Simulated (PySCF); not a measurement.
# A small calculation by hand: oscillator strength and radiative lifetime

Ge(H)2(SH)2 (GeH4S2), SMILES [SH][GeH2][SH].

Geometry: B3LYP-D3(BJ)/def2-SVP. Other conformers were not sampled.

TDA-ωB97X/def2-SVPD (PySCF) puts the first singlet state with f over 0.02 at 5.62 eV (vertical), with the transition dipole (0.366, -0.174, 0.000) in atomic units.

Q: Find the oscillator strength, the wavelength and the radiative lifetime that this transition would have in vacuum if emission retraced absorption.

A: 
|μ|² = 0.1642 au, so |μ| = 1.03 D. ΔE = 5.62/27.211 = 0.2065 hartree. f = (2/3) ΔE |μ|² = 0.023 (the program prints 0.023).
λ = 1239.84/5.62 = 221 nm; ν = 45328 cm⁻¹.
Einstein's coefficient A = 0.6670 ν² f s⁻¹ (ν in cm⁻¹) = 3.1e7 s⁻¹, so τ = 1/A = 32 ns. This state is S1. The figure is the radiative limit of this one transition; relaxation, internal conversion, crossing to triplets and a medium change what is measured.
